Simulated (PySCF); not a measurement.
Start geometry of `N#C[Si@@H]1CCC[SiH2]1` from GFN2-xTB (Å):
```
atom  x, y, z in Å
N1     3.6860   -0.7683   -0.5401
C2     2.6828   -0.6382    0.0436
Si3    1.0718   -0.3938    0.9790
C4    -0.2312   -1.3733    0.0518
C5    -0.9259   -0.4551   -0.9801
C6    -1.3768    0.8736   -0.3346
Si7    0.1142    1.6668    0.5885
H8     1.3976   -0.9607    2.3026
H9     0.1168   -2.2601   -0.4252
H10   -1.0225   -1.7180    0.7776
H11   -0.2183   -0.2377   -1.7620
H12   -1.7745   -0.9515   -1.4201
H13   -2.2088    0.6733    0.3646
H14   -1.8071    1.5249   -1.0912
H15    0.8367    2.5642   -0.2986
H16   -0.3599    2.4515    1.7549
```

**Question.** What comes out of this run: PBE0-D3(BJ)/def2-SVP geometry optimisation, gas phase (PySCF)?

**Answer.** 
```
atom  x, y, z in Å
N1     3.6063   -0.6066   -0.7285
C2     2.6573   -0.5465   -0.0632
Si3    1.1017   -0.4306    0.9535
C4    -0.2661   -1.4015    0.0644
C5    -0.9228   -0.4672   -0.9627
C6    -1.3855    0.8532   -0.3281
Si7    0.0679    1.6483    0.6184
H8     1.4404   -0.9129    2.3213
H9     0.1186   -2.3221   -0.4014
H10   -1.0040   -1.7087    0.8270
H11   -0.2013   -0.2536   -1.7719
H12   -1.7739   -0.9754   -1.4470
H13   -2.1914    0.6561    0.4009
H14   -1.8027    1.5388   -1.0822
H15    0.8892    2.5514   -0.2422
H16   -0.3533    2.3756    1.8528
```

The energy falls by 0.179 eV over 7 energy and gradient evaluations, the largest force component goes from 0.0359 to 3.4e-04 Eh/bohr, and the atoms move by 0.076 Å rms after alignment. Among the bonds, Si3–Si7 and Si7–H15 change most and about equally (+0.040 Å). Bonds longer at the end by more than 0.005 Å: 9 of 16; shorter: 6. Among the angles that change most is C2–Si3–H8, from 102.0° to 106.9°. Rotational constants go from 2698, 1283, 1073 to 2621, 1303, 1099 MHz. The orientation of the end geometry is arbitrary; only internal coordinates are fixed.

The run used 151 basis functions and 50 SCF cycles in all. Hardware: one thread of an Arm Neoverse N1, shared host with 64 logical CPUs at a one-minute load of 56. Cost: 2.0 min of wall time, 0.62 GiB resident at most.

PBE0-D3(BJ)/def2-SVP frequencies: not computed here. The numbers are those of one conformer.
